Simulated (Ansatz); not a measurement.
`[SiH3][O][Ti]([O][SiH3])([O][SiH3])[O][SiH3]` at its PBE0-D4/def2-TZVP geometry, where that method's forces vanish. Charge 0, multiplicity 1.

```xyz
21

Si    2.5902   -0.9179   -2.0410
O     1.3536   -0.4789   -1.0624
Ti   -0.0003    0.0005    0.0007
O    -1.0021    1.2270   -0.8271
Si   -1.9187    2.3530   -1.5830
O     0.6480    0.6862    1.5182
Si    1.2429    1.3118    2.9089
O    -1.0006   -1.4324    0.3740
Si   -1.9142   -2.7471    0.7149
H     3.8830   -0.6073   -1.3782
H     2.5002   -0.1702   -3.3217
H     2.5138   -2.3762   -2.3147
H    -1.9328    3.6031   -0.7803
H    -3.3074    1.8460   -1.7306
H    -1.3512    2.6356   -2.9266
H     2.7279    1.2951    2.8663
H     0.7732    0.4991    4.0604
H     0.7696    2.7113    3.0667
H    -1.9344   -2.9710    2.1835
H    -1.3393   -3.9402    0.0417
H    -3.3014   -2.5276    0.2303
```

What forces (eV/Å) does B3LYP-D4/def2-TZVPP give on these atoms in the Gaussian-basis code of Ansatz? (Best estimate.)

The calculation gave: 
```
Si1  0.149 -0.052 -0.117
O2   0.174 -0.062 -0.137
Ti3  0.000  0.000  0.000
O4  -0.129  0.158 -0.107
Si5 -0.111  0.135 -0.090
O6   0.083  0.088  0.195
Si7  0.072  0.075  0.166
O8  -0.129 -0.184  0.048
Si9 -0.110 -0.157  0.041
H10 -0.078 -0.021 -0.045
H11  0.009 -0.048  0.077
H12  0.009  0.090  0.014
H13 -0.002 -0.075 -0.053
H14  0.085  0.035  0.007
H15 -0.038 -0.014  0.082
H16 -0.092  0.003  0.007
H17  0.031  0.053 -0.068
H18  0.031 -0.086 -0.005
H19 -0.001  0.010 -0.091
H20 -0.039  0.071  0.043
H21  0.085 -0.018  0.031
```

B3LYP here is the variant with VWN-RPA as its local correlation; programs differ in this.
